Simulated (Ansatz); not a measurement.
Program: Ansatz. Geometries: PBE0-D4/def2-TZVP. ΔE: electronic, gas phase. CBS: MP2 limit from def2 TZ/QZ plus the TZ coupled-cluster correction, frozen cores. DFT in def2-TZVPP. HSE06 is defined as in plane-wave codes. For Br outer-core shells are correlated without core-valence functions, which leaves a few kJ/mol of doubt a bond. Scalar relativity is left out up to krypton. Each species was taken in one conformer, which may not be the lowest.

`NB(N)O[SiH3]` + `ClBBr` → `NB(Br)O[SiH3]` + `NBCl`  (redistribution)

`NB(N)O[SiH3]`:

Cartesian coordinates in Å:
```
N 1.395 0.386 0.605
B 0.557 0.169 -0.518
N 0.980 0.439 -1.840
O -0.729 -0.321 -0.358
Si -1.740 -0.582 0.893
H 1.125 0.130 1.537
H 2.339 0.716 0.534
H 0.366 0.296 -2.619
H 1.891 0.778 -2.084
H -0.990 -0.791 2.166
H -2.542 -1.796 0.607
H -2.652 0.577 1.077
```

`ClBBr`:

Z-matrix (Å, degrees):
```
B
Cl 1 1.730
Br 1 1.896 2 121.0
H 1 1.186 2 120.0 3 180.0
```

`NB(Br)O[SiH3]`:

Cartesian coordinates in Å:
```
N -1.233 -1.283 -1.261
B -0.356 -0.784 -0.304
Br 0.512 -2.053 0.908
O -0.094 0.538 -0.193
Si 0.875 1.420 0.818
H -1.440 -2.260 -1.357
H -1.706 -0.675 -1.908
H 0.707 2.833 0.405
H 0.444 1.250 2.227
H 2.292 1.013 0.664
```

`NBCl`:

```xyz
6

N     0.364    0.344   -0.578
B    -0.326   -0.137    0.519
Cl   -0.483   -1.881    0.761
H     0.475    1.328   -0.751
H     0.793   -0.254   -1.264
H    -0.823    0.599    1.313
```

```csv
level,ΔE (kJ/mol)
HSE06-D4,-63.4
PBE0,-62.5
HF/def2-SVP,-67.6
CCSD(T)/def2-SVP,-70.8
HF/def2-QZVPP,-59.5
MP2/def2-QZVPP,-63.1
HF/CBS(def2),-59.4
MP2/CBS(def2),-63.1
```

(1) What does CCSD(T)/CBS give? (An estimate is asked.)

Largest T1 diagnostic among the species: 0.011.

Answers

(1) Ansatz gave: -61.6 kJ/mol. The listed levels differ from it by -1.8, -0.9, -6.0, -9.2, 2.1, -1.5, 2.2, -1.5 kJ/mol.

At CCSD(T), def2-SVP lies −9.2 kJ/mol from the extrapolated value and def2-TZVPP −0.5 kJ/mol. Leaving LDA and LC-ωPBE aside and taking each functional with its dispersion term where it has one, the values, not all of them listed here, spread over 3.8 kJ/mol, from ωB97M-V to B97M-V.
